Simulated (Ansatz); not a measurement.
## A barrier at the coupled-cluster level

Start structure (CH₆Sn, singlet), relaxed at PBE0-D4/def2-TZVP:

```tsv
atom	x (Å)	y (Å)	z (Å)
Sn1	-1.0709	0.9117	0.2718
C2	1.0583	0.4833	-0.0446
H3	-1.3212	-1.5417	0.3453
H4	-1.4083	-1.3816	1.0828
H5	-1.5444	0.2191	-1.2961
H6	1.4271	1.2227	-0.7642
H7	1.2302	-0.5048	-0.4729
H8	1.6296	0.5912	0.8779
```

The step: CH₄Sn ([CH3][SnH]) + H₂ → SnH₂ + CH₄; bonds formed: Sn1–H4, C2–H3; bonds broken: Sn1–C2, H3–H4. Ansatz 0.2.0; basis: def2-TZVPP and def2-QZVPP; cores frozen in the correlated methods. Filled d shells of the heavier atoms are correlated. Core potentials replace the inner electrons of the atoms past krypton. The def2 sets are not built for correlating such inner shells, so the correlated values are less sure here. Extrapolation: Hartree–Fock as exp(−7.88 √X), correlation as X^−2.97. Energies below are by CCSD(T) at an estimated basis limit (MP2 extrapolated from triple and quadruple zeta, plus CCSD(T) − MP2 in triple zeta).

**Question.** What are the electronic barrier and the energy of the step, from the start structure to the end structure? (Judge from chemistry; the value comes from the calculation.)

**Answer.** By the calculation: Barrier 1.050 eV; step energy -0.417 eV (downhill); reverse barrier, their difference, 1.468 eV. Barrier and step energy count from the start structure, the reverse barrier from the end structure.

The saddle point: One imaginary mode of 1380i cm⁻¹.
```csv
pair,start (Å),saddle (Å),end (Å)
Sn1–H4,2.46,1.94,1.77
C2–H3,3.15,1.52,1.10
Sn1–C2,2.19,2.44,3.09
H3–H4,0.76,1.03,2.45
```

Zero-point energy (harmonic, PBE0-D4): ZPE is 1.468 eV at the start and 1.481 eV at the saddle, so the barrier goes from 1.050 to 1.064 eV.

The T1 diagnostic stays at or below 0.015.

Labels in which every atom is bracketed show which atoms are joined, not bond orders.

For scale, one of the runs: CCSD(T)/def2-TZVPP, 165 basis functions, launched by `ansatz run in.yaml --threads 2 --pin off --events-out ev --progress --plain --max-ram 4352MiB`. Time: 35 s of wall clock on 2 CPU threads of an Arm Neoverse V2; the host was shared. Peak host memory: 1.4 GiB.
